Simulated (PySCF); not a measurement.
**Stationary points of TaO₂Cl**

Level of theory: PBE0/[Ta def2-TZVP with ECP60, O def2-TZVP, Cl def2-TZVP], scalar-relativistic core potentials, density fitting, no spin–orbit coupling, PySCF.

Relaxations began from a few typed shapes. The search is not exhaustive: other isomers or separated fragments can lie lower, and high-lying points may rest on an excited occupation.

```csv
spin,group,bonds,angles,imaginary modes (cm⁻¹),ΔE (kJ/mol),ΔE with ZPE (kJ/mol)
singlet,Cs,"Ta–Cl 2.314 Å, Ta–O 1.725 Å (×2)","Cl–Ta–O 110.4° (×2), O–Ta–O 106.5°",none,0.0,0.0
singlet,C2v,"Ta–Cl 2.356 Å, Ta–O 1.730 Å (×2)","Cl–Ta–O 124.7° (×2), O–Ta–O 110.6°",123i,25.3,–
```

The lowest minimum found is the singlet Cs: Ta–Cl 2.314 Å, Ta–O 1.725 Å (×2); Cl–Ta–O 110.4° (×2), O–Ta–O 106.5°.

Formally Ta is in oxidation state +5, d0. The polar-tensor charge on Ta, 2.10, is far below the formal one.

For the lowest minimum: no spin–orbit coupling is included, which matters more the heavier the element.
